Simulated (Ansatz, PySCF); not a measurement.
Noncovalent pair: HF (SMILES F) (first 2 atoms) with HCl (SMILES Cl); geometry from B3LYP-D3(BJ)/def2-TZVP, rigid monomers moved along the line of their centres of mass till H2···Cl3 is 4.12 Å.
(charge 0, multiplicity 1):
```xyz
4

F     -0.01249    -0.08389    -0.13914
H      0.15444     0.13382     0.75091
Cl    -0.05777     0.79634     4.81179
H     -1.27244     0.37893     4.79297
```

Monomers are frozen at their geometry in the pair; levels with a basis set take the counterpoise correction.

Correlated levels freeze the cores. CBS: X⁻³ extrapolation of the correlation energy, Hartree–Fock from the larger set.

Run with Ansatz (Gaussian orbitals); PySCF for the dispersion terms. Values without a source in brackets are computed.

PBE/def2-TZVPPD gives -22.7 meV for the interaction energy.

**Question.** Predict the shift from PBE, with its sign, for: PBE-D3(BJ)/def2-TZVPPD, r2SCAN/def2-TZVPPD, B3LYP/def2-TZVPPD, wB97M-V/def2-TZVPPD, MP2/CBS(aug-cc-pV(T+d)Z, aug-cc-pV(Q+d)Z), CCSD(T)/CBS(aug-cc-pV(T+d)Z, aug-cc-pV(Q+d)Z).

**Answer.** PBE-D3(BJ)/def2-TZVPPD -3.4; r2SCAN/def2-TZVPPD 0.7; B3LYP/def2-TZVPPD 3.8; wB97M-V/def2-TZVPPD -1.0; MP2/CBS(aug-cc-pV(T+d)Z, aug-cc-pV(Q+d)Z) -1.0; CCSD(T)/CBS(aug-cc-pV(T+d)Z, aug-cc-pV(Q+d)Z) -0.7 meV. 2 of 6 lie above PBE; the widest gap is to B3LYP/def2-TZVPPD.

Ansatz is a program for electronic structure.
